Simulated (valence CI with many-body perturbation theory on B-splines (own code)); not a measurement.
**Questions on Hf66+**

Computed by relativistic CI+MBPT: four valence electrons over a frozen Dirac-Fock core [He], a basis of 11 s, 11 p, 9 d, 7 f, 5 g, 2 h, 1 i functions for each j, with the one-electron correlation potential Σ1, the two-electron term Σ2, the three-electron term Σ3, Breit, model QED; selected CI, second order for the rest (own B-spline code, finite nucleus).

The last digits are not significant, and no measured levels were compared; by estimate large intervals hold to a few tenths of a per cent, small ones and those within an open d or f shell to about a per cent. Among the levels kept, up to 290 cm⁻¹ of a level comes from second order outside the variational space, and about a tenth of that is noise between levels of different J, which matters for small intervals.

Levels are named by their leading jj configuration (3d3/2^4 stands for four electrons in 3d with j = 3/2), which in mixed levels can hold well under half, so a name can repeat and another be missing.

Rates and lifetimes use the calculated energies. Strong lines usually hold to 10 to 20 %, long lifetimes can be off by a factor of two.

(1) What is the ground level?

(2) Where does the other parity begin?

(3) How well does LS coupling describe the low levels?

(4) Name the longest-lived excited levels whose lifetime is computed, and their main decay.

(5) What is the ionisation energy?

## Answers

(1) (2s^2 2p1/2^2) J=0, composition 68 % 2s²2p² ³P + 32 % 2s²2p² ¹S.

(2) At (2s 2p1/2^2 2p3/2) J=2, 112.59 Ry.

(3) Among the lowest 20 levels the leading LS term, summed over configurations, holds 67 % on average. For single configurations the figures are 67 % in LS and 100 % in jj coupling. Terms mix most in the J = 1 level at 118.84 Ry, where the leading one holds 31 %.

(4) (2s^2 2p1/2 2p3/2) J=2 at 92.69 Ry lives 18.1 ns, mostly by E2 to (2s^2 2p1/2^2) J=0; (2s^2 2p1/2 2p3/2) J=1 at 91.36 Ry lives 84.3 ps, mostly by M1 to (2s^2 2p1/2^2) J=0; (2s 2p1/2^2 2p3/2) J=2 at 112.59 Ry lives 32.4 ps, mostly by E1 to (2s^2 2p1/2 2p3/2) J=1.

(5) 17283 eV; NIST lists 17280 ± 40 eV (theoretical).
